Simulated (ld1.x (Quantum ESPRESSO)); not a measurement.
## Reading a pseudo-wave (lutetium)

Columns: radius, all-electron u(r) and pseudo u(r) of the 5d shell (level -1.92 eV) of lutetium in the configuration [Xe] 4f14 5d1 6s2 6p0; LDA (PZ), scalar-relativistic, PAW scheme, ld1.x (Quantum ESPRESSO) 7.5.

| r (bohr) | all-electron | pseudo |
| --- | --- | --- |
| 0.215 | 0.0198 | 0.0034 |
| 0.430 | -0.2354 | 0.0257 |
| 0.645 | -0.0487 | 0.0792 |
| 0.860 | 0.2056 | 0.1651 |
| 1.075 | 0.3942 | 0.2732 |
| 1.290 | 0.5100 | 0.3857 |
| 1.505 | 0.5717 | 0.4830 |
| 1.720 | 0.5972 | 0.5507 |
| 1.935 | 0.5998 | 0.5835 |
| 2.150 | 0.5883 | 0.5860 |
| 2.365 | 0.5685 | 0.5691 |
| 2.580 | 0.5441 | 0.5442 |
| 2.795 | 0.5173 | 0.5173 |
| 3.010 | 0.4895 | 0.4895 |
| 3.225 | 0.4615 | 0.4615 |
| 3.440 | 0.4338 | 0.4338 |
| 3.655 | 0.4067 | 0.4067 |
| 3.870 | 0.3806 | 0.3806 |
| 4.085 | 0.3555 | 0.3555 |
| 4.300 | 0.3315 | 0.3315 |
| 4.515 | 0.3086 | 0.3086 |
| 4.730 | 0.2870 | 0.2870 |
| 4.945 | 0.2665 | 0.2665 |
| 5.160 | 0.2471 | 0.2471 |
| 5.375 | 0.2290 | 0.2290 |
| 5.590 | 0.2119 | 0.2119 |

Q: How many radial nodes do the two functions have?

A: The all-electron 5d function has n − l − 1 = 2; the pseudo-wave has 0, since the states of the same l below it are removed with the core.

Q: At about which radius was the pseudo-wave matched?

A: 2.70 bohr, where the columns begin to agree (steps of 0.21 bohr).

Q: Is the pseudo-wave norm-conserving?

A: No, it belongs to a PAW set: the norm inside the radius is not constrained, and the difference is carried by the augmentation charge.
